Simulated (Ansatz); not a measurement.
Ansatz (a quantum-chemistry and plane-wave program) job for dichloro(silyl)silane (Cl2H4Si2), SMILES [SiH3][SiH](Cl)Cl, CAM-B3LYP/def2-SVPD. Coordinates come from a PBE0-D3(BJ)/def2-SVP optimisation.

Ansatz 0.2 input:
```yaml
crystal:
  periodic: [false, false, false]
  atoms:
    - {symbol: Si, position_ang: [-2.10788568, 0.14329971, 0.00000001]}
    - {symbol: Si, position_ang: [0.11900235, -0.56058610, -0.00000001]}
    - {symbol: Cl, position_ang: [1.03582566, 0.20523111, -1.68822143]}
    - {symbol: Cl, position_ang: [1.03582568, 0.20523111, 1.68822143]}
    - {symbol: H, position_ang: [-2.11255734, 1.63551131, 0.00000001]}
    - {symbol: H, position_ang: [-2.79705859, -0.36945831, -1.22181563]}
    - {symbol: H, position_ang: [-2.79705857, -0.36945831, 1.22181565]}
    - {symbol: H, position_ang: [0.33296835, -2.03244308, -0.00000000]}
basis:
  gaussian:
    orbitals: def2-SVPD
hamiltonian:
  xc: {name: CAM-B3LYP}
```

It prints:

```
WARN ansatz: RAYON_NUM_THREADS=1 ignored (pool sized by the plan → 1); use --threads N
Functional definition: CAM-B3LYP
integrals: 0.10 GiB planned
1282 factors; their error is unknown
integrals: 0.13 GiB planned
538 factors; integrals over basis functions are off by at most 2.4e-5 eV
mean field: 0.88 GiB planned
mean field evaluation 1: about -40855.7270 eV, gradient 1.6e1 eV
mean field evaluation 2: about -40855.9630 eV, gradient 1.4e1 eV
mean field evaluation 4: about -40856.5015 eV, gradient 3.9e-1 eV
mean field evaluation 8: about -40856.7134 eV, gradient 3.6e-3 eV
mean field -40856.71336874 eV, -1501.4565226262 hartree, gradient 5.1e-5 eV, S^2 0.000000; 0 other end points of the search recorded, 0 dependent functions left out
reference -40856.71351348 eV, -1501.4565279453 hartree; 33, 33 occupied and 101, 101 virtual orbitals, 1282 factors
Total energy: -40856.71351348 eV, -1501.4565279453 hartree
```

The calculation finished and met its thresholds.

Cost: roughly 4 core-seconds.
